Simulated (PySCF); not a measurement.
Geometry:
```tsv
atom	x (Å)	y (Å)	z (Å)
C1	-0.407	-1.213	-1.419
Si2	-0.001	-0.001	-0.002
C3	0.008	1.786	-0.675
C4	-1.320	-0.155	1.370
C5	1.716	-0.416	0.722
H6	-1.380	-1.004	-1.853
H7	-0.419	-2.242	-1.070
H8	0.327	-1.148	-2.217
H9	0.242	2.502	0.106
H10	-0.958	2.058	-1.089
H11	0.746	1.908	-1.462
H12	-2.312	0.075	0.994
H13	-1.351	-1.160	1.779
H14	-1.117	0.526	2.192
H15	1.746	-1.426	1.117
H16	2.493	-0.337	-0.033
H17	1.977	0.259	1.531
```

Geometry: GFN2-xTB; GIAO absolute shieldings from PySCF 2.14, gas phase, non-relativistic, averaged over equivalent atoms.

At LDA/3-21G (73 basis functions, 6.2 s wall time (4.1 s CPU) on 1 thread of an Intel Xeon, shared host):
```csv
atoms,σ (ppm)
C1/C3/C4/C5,206.9
Si2,473.6
H6/H7/H8/H9/H10/H11/H12/H13/H14/H15/H16/H17,32.71
```

Estimate the result of repeating the calculation with PBE/3-21G.

Answers


| atoms | σ at PBE/3-21G | change |
| --- | --- | --- |
| C1/C3/C4/C5 | 205.6 | -1.3 |
| Si2 | 475.6 | +2.0 |
| H6/H7/H8/H9/H10/H11/H12/H13/H14/H15/H16/H17 | 33.14 | +0.43 |

The largest change is at Si2 (silicon bonded to 4 C). Cost: 73 basis functions, 7.4 s wall time (6.6 s CPU) on 1 thread of an Intel Xeon, shared host.
